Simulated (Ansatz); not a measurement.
A geometry relaxed with PBE0-D4/def2-TZVP (Ansatz, a first-principles code), charge 0, multiplicity 1:

```xyz
10

H     -1.4803    -1.5144    -0.8486
C      0.7678     0.1685    -0.5683
O     -1.8241     0.4862     0.6419
H      1.7031     0.4882     1.1217
H      1.5171    -0.5383    -0.9485
H      0.4920     0.8128    -1.4074
Si    -0.7644    -0.6688     0.1389
H     -0.3057    -1.5131     1.2833
O      1.3162     1.0347     0.4327
H     -1.4215     1.2441     1.0722
```

Task: Write the SMILES of this molecule.

Result: `OC[SiH2]O`
